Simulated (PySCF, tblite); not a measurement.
Rigid-rotor lines calculated for a species of formula C7H14OSi (commonest isotopes; PBE0/pcSseg-1 in PySCF (dipole) on a GFN2-xTB geometry, gas phase), labelled J(Ka,Kc):

```csv
transition,MHz
"2(0,2) ← 1(0,1)",3661.4
"2(1,1) ← 1(1,0)",3767.4
"1(1,1) ← 0(0,0)",2788.3
"1(0,1) ← 0(0,0)",1834.3
"2(1,2) ← 1(1,1)",3570.0
```

(1) Find the rotational constants.

(2) What moments of inertia, asymmetry and inertial defect follow?

(3) Which dipole components do these lines need?

(4) Where do these fall, and of which type are they? 4(1,3) ← 3(0,3); 3(3,0) ← 2(2,1); 3(1,2) ← 2(1,1); 4(4,1) ← 3(3,0); 3(3,1) ← 3(2,1); 2(1,2) ← 1(0,1); 2(1,2) ← 2(0,2); 2(1,1) ← 1(0,1); 3(1,2) ← 3(0,3); 4(3,2) ← 4(2,2).

(5) Which structure gave them?

## Answers

(1) 1(0,1) ← 0(0,0) is B + C, 2(1,1) ← 1(1,0) is 3B + C and 2(1,2) ← 1(1,1) is B + 3C, so B − C is half the difference of the last two, 98.7 MHz. 1(1,1) ← 0(0,0) is A + C. A = 1920.5, B = 966.5, C = 867.8 MHz.

(2) I = 505379 MHz·u·Å² over each constant: Ia = 263.15, Ib = 522.89, Ic = 582.35 u·Å²; κ = (2B − A − C)/(A − C) = -0.813 (asymmetric top); Δ = Ic − Ia − Ib = -203.69 u·Å².

(3) μa and μb (a-type: ΔKa even, ΔKc odd; b-type: both odd). The calculation gives |μa| = 1.11 D, |μb| = 1.20 D, |μc| = 1.44 D.

(4) 
```tsv
transition	MHz	type	branch
2(1,2) ← 2(0,2)	863	c	Q
3(1,2) ← 3(0,3)	1331	b	Q
2(1,2) ← 1(0,1)	4524	b	R
2(1,1) ← 1(0,1)	4820	c	R
4(3,2) ← 4(2,2)	4934	c	Q
3(3,1) ← 3(2,1)	4985	c	Q
3(1,2) ← 2(1,1)	5646	a	R
4(1,3) ← 3(0,3)	8850	c	R
3(3,0) ← 2(2,1)	10524	b	R
4(4,1) ← 3(3,0)	14362	b	R
```

(5) `CC[C@@]1([SiH3])C[C@H]1C(C)=O`, point group C1. Three constants can't fix a structure by themselves; this is the one that was computed:
```
atom  x, y, z in Å
C1    -1.693    0.164   -1.408
C2    -1.142   -0.997   -0.588
C3    -0.444   -0.530    0.672
Si4   -1.499    0.432    1.916
C5     0.668   -1.374    1.196
C6     1.009   -0.053    0.562
C7     1.683   -0.023   -0.752
C8     2.328    1.304   -1.084
O9     1.727   -0.969   -1.507
H10   -2.419    0.736   -0.834
H11   -2.180   -0.207   -2.308
H12   -0.885    0.829   -1.708
H13   -1.961   -1.663   -0.303
H14   -0.447   -1.570   -1.206
H15   -2.822   -0.185    1.982
H16   -0.839    0.374    3.223
H17   -1.602    1.836    1.506
H18    0.939   -2.255    0.631
H19    0.816   -1.470    2.262
H20    1.288    0.761    1.221
H21    3.174    1.467   -0.419
H22    1.617    2.114   -0.934
H23    2.678    1.304   -2.113
```

The values belong to one conformer (point group C1) with, in the numbering `[CH3:1][CH2:2][C@@:3]1([SiH3:4])[CH2:5][C@H:6]1[C:7]([CH3:8])=[O:9]`, C1–C2–C3–Si4 61°, C5–C6–C7–C8 -163°. Its GFN2-xTB frequencies are all real (lowest 63 cm⁻¹). These are rigid-rotor constants of the computed structure; measured ground-state constants (B0) also hold zero-point vibration. A rigid rotor knows nothing of internal rotation, which can split or shift real lines.

On one thread of an Arm Neoverse N1, shared host with 64 logical CPUs at a one-minute load of 46, this took 1.8 min (with the writing of density and orbital grids) and 1.1 GiB of memory at its peak. This is the PBE0/pcSseg-1 job that gave the dipole, with the shieldings it also computed.
